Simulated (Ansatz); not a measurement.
Consider the ligand exchange at the In–C bond: `C[CH2][InH][F]` + H₂S → `[F][InH][SH]` + ethane.

Isolated molecules relaxed with PBE0-D4/def2-TZVP in Ansatz; ΔE leaves out vibrations. CCSD(T)/CBS adds triple-zeta CCSD(T) − MP2 to the extrapolated MP2 energy (def2 sets, frozen cores). This one scheme is used for every species. Functionals use def2-TZVPP. B3LYP here is the variant with VWN-RPA as its local correlation; programs differ in this. def2 core potentials past Kr. For In outer-core shells are correlated without core-valence functions, which leaves a few kJ/mol of doubt a bond. Each species was taken in one conformer, which may not be the lowest.

CCSD(T)/CBS gives -113.0 kJ/mol.

Question: Another level gave -106.5 kJ/mol. Which?
A. RPA@PBE/def2-TZVPP
B. B3LYP-D4/def2-TZVPP
C. r2SCANh/def2-TZVPP
D. LDA (SPW92)/def2-TZVPP

Answer: A. RPA@PBE/def2-TZVPP -106.5, B3LYP-D4 -116.9, r2SCANh -122.3, LDA (SPW92) -111.8 kJ/mol.

Largest T1 diagnostic among the species: 0.016.

From BLYP to BHLYP (50 % exact exchange), in def2-TZVPP and without D4, ΔE moves by −7.9 kJ/mol. Leaving LDA and LC-ωPBE aside and taking each functional with its dispersion term where it has one, the values, not all of them listed here, spread over 12.3 kJ/mol, from B97M-V to BLYP-D4. LDA lies +5.1 kJ/mol from PBE without D4.
